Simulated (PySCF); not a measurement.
# Telling isomers of C5H4F4O2 apart by NMR

- spin–spin couplings from B3LYP/pcJ-1 (spin–dipole term left out of most H,H and C,H couplings)
- PBE0/pcSseg-1 with gauge-including orbitals
- structure optimised with PBE0-D3(BJ)/def2-SVP
- code: PySCF 2.14.0 with density-fitted response routines
- no solvent model, single conformer, no relativistic terms, equivalent nuclei averaged

Chemical shifts δ = σref − σ; ¹H, ¹³C against TMS, all at this level. Multiplet labels drop J under 1 Hz and among equivalent protons, and merge close values. Unscaled 3J(H,H) run several per cent high. Vicinal couplings that depend on rotamer populations or ring flexing (ring, CH–CH, X–H and H–F types) are those of the one conformer. One-bond C–F couplings are unscaled and too large by tens of Hz. Shifts are as computed. Against solution values, carbons near 30 ppm lie about +2 ppm off and those near 130 ppm about +5 ppm. Of 1313 compounds with measured shifts, 239 miss one by over three times the rms of a fit or turn the order of signals round; such compounds aren't used in these exercises.

(1) Tabulate the signals of `F[C@@H]1C=CO[C@@H]1OC(F)(F)F`, `O=C1CO[C@@H]1[C@H](F)C(F)(F)F`, `FC(F)OC1(OC(F)F)C=C1`, `O=C([C@@H]1OC[C@@H]1F)C(F)(F)F`, `F/C=C/O/C=C(/F)OC(F)F` and their relative energies.

(2) What is the quickest way to tell F[C@@H]1C=CO[C@@H]1OC(F)(F)F from FC(F)OC1(OC(F)F)C=C1?

(3) What is the quickest way to tell FC(F)OC1(OC(F)F)C=C1 from O=C([C@@H]1OC[C@@H]1F)C(F)(F)F?

(4) What is the quickest way to tell F[C@@H]1C=CO[C@@H]1OC(F)(F)F from O=C1CO[C@@H]1[C@H](F)C(F)(F)F?

Answers

(1) 
```tsv
SMILES	carbon types	δC	δH	E rel. (kcal/mol)
F[C@@H]1C=CO[C@@H]1OC(F)(F)F	1×C 4×CH	157.6, 127.9, 105.1, 96.2, 92.4	6.54 (ddd, 1H), 5.67 (ddt, 1H), 5.43 (dd, 1H), 5.39 (ddd, 1H)	0.0
O=C1CO[C@@H]1[C@H](F)C(F)(F)F	2×C 2×CH 1×CH2	201.1, 126.6, 101.7, 94.1, 90.0	5.47 (m, 1H), 5.30 (m, 1H), 5.28 (m, 1H), 4.66 (dqd, 1H)	11.0
FC(F)OC1(OC(F)F)C=C1	1×C 4×CH	129.7, 119.9, 76.7	7.77 (m, 2H), 6.49 (m, 2H)	38.9
O=C([C@@H]1OC[C@@H]1F)C(F)(F)F	2×C 2×CH 1×CH2	199.6, 120.1, 89.9, 88.3, 79.6	5.33 (m, 1H), 5.10 (m, 1H), 5.04 (m, 1H), 4.87 (ddd, 1H)	18.0
F/C=C/O/C=C(/F)OC(F)F	1×C 4×CH	152.9, 149.6, 142.9, 126.4, 117.9	7.30 (dd, 1H), 6.72 (dd, 1H), 6.11 (t, 1H), 6.09 (d, 1H)	42.5
```

Energies are electronic energies at PBE0/pcSseg-1 on these geometries, without zero-point or thermal terms, each for the one conformer computed, which needn't be the lowest.

(2) Count the carbon signals: 5 against 3. The first has a CF3 carbon (C) at 127.9 ppm, the second an sp3 carbon bearing two oxygens (C) at 76.7 ppm. Their most deshielded carbons lie at 157.6 and 129.7 ppm. In the proton spectra the most deshielded non-exchanging signals are 6.54 (ddd, J = 3.9, 2.8, 2.3 Hz, 1H) and 7.77 (m, 2H).

(3) Count the carbon signals: 3 against 5. The first has an sp3 carbon bearing two oxygens (C) at 76.7 ppm, the second a ketone carbonyl carbon (C) at 199.6 ppm. Their most deshielded carbons lie at 129.7 and 199.6 ppm. In the proton spectra the most deshielded non-exchanging signals are 7.77 (m, 2H) and 5.33 (m, 1H).

(4) Both give the same number of carbon signals, but DEPT or the intensities differ. The first has an alkene carbon bearing oxygen (CH) at 157.6 ppm, the second a ketone carbonyl carbon (C) at 201.1 ppm. In the proton spectra the most deshielded non-exchanging signals are 6.54 (ddd, J = 3.9, 2.8, 2.3 Hz, 1H) and 5.47 (m, 1H).
